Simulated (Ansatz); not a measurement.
Ansatz (a quantum-chemistry and plane-wave program) input (HF/3-21G): The .json file is the Basis Set Exchange's 3-21G.

Ansatz 0.2 input:
```yaml
crystal:
  periodic: [false, false, false]
  atoms:
    - {symbol: C, position_ang: [-2.62382982, -0.19900581, 1.21368675]}
    - {symbol: C, position_ang: [-1.50069942, 0.72921624, 0.71054202]}
    - {symbol: C, position_ang: [-0.15736363, 0.00228582, 0.54587194]}
    - {symbol: Se, position_ang: [-0.30628157, -1.38109342, -0.86918736]}
    - {symbol: Se, position_ang: [1.34878388, 1.25977853, 0.29190851]}
    - {symbol: H, position_ang: [-3.52989713, 0.37305955, 1.37860604]}
    - {symbol: H, position_ang: [-2.34100397, -0.66332742, 2.15187011]}
    - {symbol: H, position_ang: [-2.84538157, -0.98211951, 0.50024109]}
    - {symbol: H, position_ang: [-1.78751996, 1.17991701, -0.23285474]}
    - {symbol: H, position_ang: [-1.35713149, 1.53139590, 1.42397803]}
    - {symbol: H, position_ang: [0.08437187, -0.49976543, 1.46971886]}
    - {symbol: H, position_ang: [1.11508595, -1.75791897, -0.85911591]}
    - {symbol: H, position_ang: [0.90775461, 1.74848776, -1.02556681]}
basis:
  gaussian:
    orbitals: 3-21G.json
hamiltonian:
  xc: {name: HF}
phonons: {temperatures: {t_min: 298.15, t_max: 298.15, t_step: 100}}
```

Output:

```
Functional definition: HF
integrals: 0.03 GiB planned
1019 factors; integrals over basis functions are off by at most 5.1e-4 eV
mean field: 0.34 GiB planned
mean field evaluation 1: about -133186.2589 eV, gradient 2.2e1 eV
mean field evaluation 2: about -133186.2555 eV, gradient 2.2e1 eV
mean field evaluation 4: about -133187.9284 eV, gradient 2.4e0 eV
mean field evaluation 8: about -133187.9484 eV, gradient 7.4e-3 eV
mean field -133187.94840363 eV, -4894.5668257997 hartree, gradient 1.3e-5 eV, S^2 0.000000; 0 other end points of the search recorded, 0 dependent functions left out
the calculation of the forces begins
reference -133187.94840363 eV, -4894.5668257997 hartree; 47, 47 occupied and 42, 42 virtual orbitals, 1019 factors
these checks for a lower state are left out or cut short: stability, starts, cluster_reference, orbital_swaps, neighbouring_geometries, increment
integrals: 0.03 GiB planned
1019 factors; integrals over basis functions are off by at most 5.1e-4 eV
mean field: 0.34 GiB planned
mean field evaluation 16: about -133187.9482 eV, gradient 1.8e-6 eV
mean field -133187.94823175 eV, -4894.5668194829 hartree, gradient 1.8e-6 eV, S^2 0.000000; 0 other end points of the search recorded, 0 dependent functions left out
the calculation of the forces begins
reference -133187.94823175 eV, -4894.5668194829 hartree; 47, 47 occupied and 42, 42 virtual orbitals, 1019 factors
these checks for a lower state are left out or cut short: stability, starts, cluster_reference, orbital_swaps, neighbouring_geometries, increment
integrals: 0.03 GiB planned
1019 factors; integrals over basis functions are off by at most 5.1e-4 eV
mean field: 0.34 GiB planned
mean field -133187.94823343 eV, -4894.5668195446 hartree, gradient 1.8e-6 eV, S^2 0.000000; 0 other end points of the search recorded, 0 dependent functions left out
the calculation of the forces begins
reference -133187.94823343 eV, -4894.5668195446 hartree; 47, 47 occupied and 42, 42 virtual orbitals, 1019 factors
these checks for a lower state are left out or cut short: stability, starts, cluster_reference, orbital_swaps, neighbouring_geometries, increment
integrals: 0.03 GiB planned
1019 factors; integrals over basis functions are off by at most 5.1e-4 eV
mean field: 0.34 GiB planned
mean field -133187.94822217 eV, -4894.5668191310 hartree, gradient 1.8e-6 eV, S^2 0.000000; 0 other end points of the search recorded, 0 dependent functions left out
the calculation of the forces begins
reference -133187.94822217 eV, -4894.5668191310 hartree; 47, 47 occupied and 42, 42 virtual orbitals, 1019 factors
these checks for a lower state are left out or cut short: stability, starts, cluster_reference, orbital_swaps, neighbouring_geometries, increment
integrals: 0.03 GiB planned
1019 factors; integrals over basis functions are off by at most 5.1e-4 eV
mean field: 0.34 GiB planned
mean field evaluation 32: about -133187.9525 eV, gradient 1.9e-1 eV
mean field -133187.94822219 eV, -4894.5668191316 hartree, gradient 1.8e-6 eV, S^2 0.000000; 0 other end points of the search recorded, 0 dependent functions left out
the calculation of the forces begins
reference -133187.94822219 eV, -4894.5668191316 hartree; 47, 47 occupied and 42, 42 virtual orbitals, 1019 factors
these checks for a lower state are left out or cut short: stability, starts, cluster_reference, orbital_swaps, neighbouring_geometries, increment
integrals: 0.03 GiB planned
1019 factors; integrals over basis functions are off by at most 5.1e-4 eV
mean field: 0.34 GiB planned
mean field -133187.94821466 eV, -4894.5668188552 hartree, gradient 1.8e-6 eV, S^2 0.000000; 0 other end points of the search recorded, 0 dependent functions left out
the calculation of the forces begins
reference -133187.94821466 eV, -4894.5668188552 hartree; 47, 47 occupied and 42, 42 virtual orbitals, 1019 factors
these checks for a lower state are left out or cut short: stability, starts, cluster_reference, orbital_swaps, neighbouring_geometries, increment
integrals: 0.03 GiB planned
1019 factors; integrals over basis functions are off by at most 5.1e-4 eV
mean field: 0.34 GiB planned
mean field -133187.94821233 eV, -4894.5668187694 hartree, gradient 1.8e-6 eV, S^2 0.000000; 0 other end points of the search recorded, 0 dependent functions left out
the calculation of the forces begins
reference -133187.94821233 eV, -4894.5668187694 hartree; 47, 47 occupied and 42, 42 virtual orbitals, 1019 factors
these checks for a lower state are left out or cut short: stability, starts, cluster_reference, orbital_swaps, neighbouring_geometries, increment
integrals: 0.03 GiB planned
1019 factors; integrals over basis functions are off by at most 5.1e-4 eV
mean field: 0.34 GiB planned
mean field -133187.94825347 eV, -4894.5668202811 hartree, gradient 1.8e-6 eV, S^2 0.000000; 0 other end points of the search recorded, 0 dependent functions left out
[...]
mean field: 0.34 GiB planned
mean field -133187.94834342 eV, -4894.5668235868 hartree, gradient 1.8e-6 eV, S^2 0.000000; 0 other end points of the search recorded, 0 dependent functions left out
the calculation of the forces begins
reference -133187.94834342 eV, -4894.5668235868 hartree; 47, 47 occupied and 42, 42 virtual orbitals, 1019 factors
these checks for a lower state are left out or cut short: stability, starts, cluster_reference, orbital_swaps, neighbouring_geometries, increment
integrals: 0.03 GiB planned
1019 factors; integrals over basis functions are off by at most 5.1e-4 eV
mean field: 0.34 GiB planned
mean field evaluation 480: about -133187.9527 eV, gradient 1.6e-1 eV
mean field -133187.94834539 eV, -4894.5668236594 hartree, gradient 1.8e-6 eV, S^2 0.000000; 0 other end points of the search recorded, 0 dependent functions left out
the calculation of the forces begins
reference -133187.94834539 eV, -4894.5668236594 hartree; 47, 47 occupied and 42, 42 virtual orbitals, 1019 factors
these checks for a lower state are left out or cut short: stability, starts, cluster_reference, orbital_swaps, neighbouring_geometries, increment
integrals: 0.03 GiB planned
1019 factors; integrals over basis functions are off by at most 5.1e-4 eV
mean field: 0.34 GiB planned
mean field -133187.94839603 eV, -4894.5668255201 hartree, gradient 1.8e-6 eV, S^2 0.000000; 0 other end points of the search recorded, 0 dependent functions left out
the calculation of the forces begins
reference -133187.94839603 eV, -4894.5668255201 hartree; 47, 47 occupied and 42, 42 virtual orbitals, 1019 factors
these checks for a lower state are left out or cut short: stability, starts, cluster_reference, orbital_swaps, neighbouring_geometries, increment
integrals: 0.03 GiB planned
1019 factors; integrals over basis functions are off by at most 5.1e-4 eV
mean field: 0.34 GiB planned
mean field -133187.94839437 eV, -4894.5668254591 hartree, gradient 1.8e-6 eV, S^2 0.000000; 0 other end points of the search recorded, 0 dependent functions left out
the calculation of the forces begins
reference -133187.94839437 eV, -4894.5668254591 hartree; 47, 47 occupied and 42, 42 virtual orbitals, 1019 factors
these checks for a lower state are left out or cut short: stability, starts, cluster_reference, orbital_swaps, neighbouring_geometries, increment
integrals: 0.03 GiB planned
1019 factors; integrals over basis functions are off by at most 5.1e-4 eV
mean field: 0.34 GiB planned
mean field -133187.94839929 eV, -4894.5668256401 hartree, gradient 1.8e-6 eV, S^2 0.000000; 0 other end points of the search recorded, 0 dependent functions left out
the calculation of the forces begins
reference -133187.94839929 eV, -4894.5668256401 hartree; 47, 47 occupied and 42, 42 virtual orbitals, 1019 factors
these checks for a lower state are left out or cut short: stability, starts, cluster_reference, orbital_swaps, neighbouring_geometries, increment
integrals: 0.03 GiB planned
1019 factors; integrals over basis functions are off by at most 5.1e-4 eV
mean field: 0.34 GiB planned
mean field evaluation 512: about -133187.9484 eV, gradient 4.2e-5 eV
mean field -133187.94839927 eV, -4894.5668256392 hartree, gradient 1.8e-6 eV, S^2 0.000000; 0 other end points of the search recorded, 0 dependent functions left out
the calculation of the forces begins
reference -133187.94839927 eV, -4894.5668256392 hartree; 47, 47 occupied and 42, 42 virtual orbitals, 1019 factors
these checks for a lower state are left out or cut short: stability, starts, cluster_reference, orbital_swaps, neighbouring_geometries, increment
integrals: 0.03 GiB planned
1019 factors; integrals over basis functions are off by at most 5.1e-4 eV
mean field: 0.34 GiB planned
mean field -133187.94839381 eV, -4894.5668254386 hartree, gradient 1.8e-6 eV, S^2 0.000000; 0 other end points of the search recorded, 0 dependent functions left out
the calculation of the forces begins
reference -133187.94839381 eV, -4894.5668254386 hartree; 47, 47 occupied and 42, 42 virtual orbitals, 1019 factors
these checks for a lower state are left out or cut short: stability, starts, cluster_reference, orbital_swaps, neighbouring_geometries, increment
integrals: 0.03 GiB planned
1019 factors; integrals over basis functions are off by at most 5.1e-4 eV
mean field: 0.34 GiB planned
mean field -133187.94839213 eV, -4894.5668253768 hartree, gradient 1.8e-6 eV, S^2 0.000000; 0 other end points of the search recorded, 0 dependent functions left out
the calculation of the forces begins
reference -133187.94839213 eV, -4894.5668253768 hartree; 47, 47 occupied and 42, 42 virtual orbitals, 1019 factors
these checks for a lower state are left out or cut short: stability, starts, cluster_reference, orbital_swaps, neighbouring_geometries, increment
integrals: 0.03 GiB planned
1019 factors; integrals over basis functions are off by at most 5.1e-4 eV
mean field: 0.34 GiB planned
mean field -133187.94839415 eV, -4894.5668254511 hartree, gradient 1.8e-6 eV, S^2 0.000000; 0 other end points of the search recorded, 0 dependent functions left out
the calculation of the forces begins
reference -133187.94839415 eV, -4894.5668254511 hartree; 47, 47 occupied and 42, 42 virtual orbitals, 1019 factors
these checks for a lower state are left out or cut short: stability, starts, cluster_reference, orbital_swaps, neighbouring_geometries, increment
integrals: 0.03 GiB planned
1019 factors; integrals over basis functions are off by at most 5.1e-4 eV
mean field: 0.34 GiB planned
mean field -133187.94839188 eV, -4894.5668253678 hartree, gradient 1.8e-6 eV, S^2 0.000000; 0 other end points of the search recorded, 0 dependent functions left out
the calculation of the forces begins
reference -133187.94839188 eV, -4894.5668253678 hartree; 47, 47 occupied and 42, 42 virtual orbitals, 1019 factors
these checks for a lower state are left out or cut short: stability, starts, cluster_reference, orbital_swaps, neighbouring_geometries, increment
integrals: 0.03 GiB planned
1019 factors; integrals over basis functions are off by at most 5.1e-4 eV
mean field: 0.34 GiB planned
mean field evaluation 544: about -133187.9528 eV, gradient 3.9e-5 eV
mean field -133187.94835328 eV, -4894.5668239492 hartree, gradient 1.8e-6 eV, S^2 0.000000; 0 other end points of the search recorded, 0 dependent functions left out
the calculation of the forces begins
reference -133187.94835328 eV, -4894.5668239492 hartree; 47, 47 occupied and 42, 42 virtual orbitals, 1019 factors
these checks for a lower state are left out or cut short: stability, starts, cluster_reference, orbital_swaps, neighbouring_geometries, increment
integrals: 0.03 GiB planned
1019 factors; integrals over basis functions are off by at most 5.1e-4 eV
mean field: 0.34 GiB planned
mean field -133187.94835336 eV, -4894.5668239522 hartree, gradient 1.8e-6 eV, S^2 0.000000; 0 other end points of the search recorded, 0 dependent functions left out
the calculation of the forces begins
reference -133187.94835336 eV, -4894.5668239522 hartree; 47, 47 occupied and 42, 42 virtual orbitals, 1019 factors
Total energy: -133187.94840363 eV, -4894.5668257997 hartree
Atom 0 at    -2.623830    -0.199006     1.213687 Å, force    -0.000406    -0.000027     0.000554 eV/Å
Atom 1 at    -1.500699     0.729216     0.710542 Å, force    -0.002068    -0.000004     0.000548 eV/Å
Atom 2 at    -0.157364     0.002286     0.545872 Å, force     0.000822     0.000829     0.000771 eV/Å
Atom 3 at    -0.306282    -1.381093    -0.869187 Å, force     0.001373     0.000866     0.000760 eV/Å
Atom 4 at     1.348784     1.259779     0.291909 Å, force     0.000530    -0.001479    -0.001520 eV/Å
Atom 5 at    -3.529897     0.373060     1.378606 Å, force    -0.000136    -0.000124    -0.000087 eV/Å
Atom 6 at    -2.341004    -0.663327     2.151870 Å, force    -0.000164     0.000255    -0.000288 eV/Å
Atom 7 at    -2.845382    -0.982120     0.500241 Å, force     0.000155     0.000137    -0.000062 eV/Å
Atom 8 at    -1.787520     1.179917    -0.232855 Å, force     0.000255    -0.000257     0.000120 eV/Å
Atom 9 at    -1.357131     1.531396     1.423978 Å, force    -0.000151    -0.000332    -0.000312 eV/Å
Atom 10 at     0.084372    -0.499765     1.469719 Å, force    -0.000057    -0.000650    -0.000535 eV/Å
Atom 11 at     1.115086    -1.757919    -0.859116 Å, force    -0.000484     0.000325     0.000005 eV/Å
Atom 12 at     0.907755     1.748488    -1.025567 Å, force     0.000329     0.000459     0.000046 eV/Å
Dipole moment:    -0.138565     0.049375     0.114215 e Å
Vibrations: 90.87 171.76 188.88 191.27 229.15 244.86 319.43 358.94 566.03 754.32 830.02 888.08 909.83 973.13 1087.92 1206.44 1214.87 1320.99 1401.65 1468.70 1506.68 1582.06 1653.57 1669.71 1671.43 2340.02 2349.66 3202.67 3218.93 3251.53 3260.83 3280.15 3299.16 cm⁻¹, zero-point energy 2.895249 eV
```

The blocks after the first are displaced geometries, from whose forces the wavenumbers follow.
